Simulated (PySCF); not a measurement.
Identify the compound

Molecular formula: C₅H₄F₄O₂. Simulated spectra:

$^{1}$H NMR (400 MHz, computed): δ 6.69 (ddd, J = 5.3, 3.6, 1.2 Hz, 1H), 5.77 (d, J = 20.6 Hz, 1H), 5.53 (td, J = 3.4, 2.4 Hz, 1H), 5.47 (ddd, J = 62.8, 3.1, 1.2 Hz, 1H).

$^{13}$C{$^{1}$H} NMR (computed): δ 161.4 (CH, d, J = 11.6 Hz), 127.3 (C, q, J = 334.9 Hz), 105.2 (CH, d, J = 17.7 Hz), 104.4 (CH, dq, J = 39.5, 2.9 Hz), 99.3 (CH, d, J = 246.0 Hz).

Method: NMR shieldings at PBE0/pcSseg-1/GIAO, coordinates at the PBE0-D3(BJ)/def2-SVP level, J: B3LYP/pcJ-1 (spin–dipole term only in couplings to heteroatoms), in PySCF 2.14.0 with density-fitted response routines (one computed conformer, in vacuum, fast rotation and ring inversion assumed for equivalent nuclei, relativity neglected).

Shifts are taken against calculated references (same method and geometry level): $^{1}$H (σref 31.27) and $^{13}$C (σref 184.41) against TMS.

Choose the structure that fits.
A. O=C([C@@H]1OC[C@@H]1F)C(F)(F)F
B. F[C@@H]1C=CO[C@H]1OC(F)(F)F
C. F/C=C/O/C=C(/F)OC(F)F
D. C=C(OC(F)F)C(=O)C(F)F
E. FC1=C(OC(F)F)OC[C@H]1F

Results:

B. 

Rings plus π bonds: 2 (1 ring in the answer). 5 carbon signals for 5 carbons: no two carbons are equivalent. Carbon types of the structure: 1 × C, 4 × CH, which accounts for all hydrogens. δC 161.4: alkene carbon bearing oxygen; an sp2 carbon further deshielded by the attached heteroatom. δC 127.3: CF3 carbon; 4 electronegative neighbours deshield it. δC 105.2: β carbon of an enol-ether or enamine type C=C; the O or N lone pair pushes π density onto this β carbon and shields it. δC 104.4: sp3 carbon bearing two oxygens; 2 electronegative neighbours deshield it. δC 99.3: allylic sp3 CH bonded to F; the inductive effect lowers its shielding. The protons at 5.53 and 6.69 share a coupling of 3.6 Hz (vicinal, cis across C=C). The protons at 5.47 and 5.53 share a coupling of 3.1 Hz (vicinal).

The others: O=C([C@@H]1OC[C@@H]1F)C(F)(F)F has carbons computed at 199.6, 120.1, 89.9, 88.3, 79.6, with a different DEPT pattern; F/C=C/O/C=C(/F)OC(F)F has carbons computed at 152.9, 149.6, 142.9, 126.4, 117.9; C=C(OC(F)F)C(=O)C(F)F has carbons computed at 188.6, 156.3, 119.8, 111.6, 110.7, with a different DEPT pattern; FC1=C(OC(F)F)OC[C@H]1F has carbons computed at 151.3, 129.3, 118.2, 90.4, 73.5, with a different DEPT pattern.

C–F couplings over four or more bonds (about 3 Hz to the para carbon of a fluoroarene) are left out. Common functionals overestimate the size of one-bond C–F couplings by tens of Hz; these are unscaled. Splittings below 1 Hz are ignored in the labels, and close J values are merged. Unscaled 3J(H,H) at this level run about 10 % above measured values. Shifts are as computed. Against solution values, carbons near 30 ppm lie about +2 ppm off and those near 130 ppm about +5 ppm. Of 1313 compounds with measured shifts, 239 miss one by over three times the rms of a fit or turn the order of signals round; such compounds aren't used in these exercises.
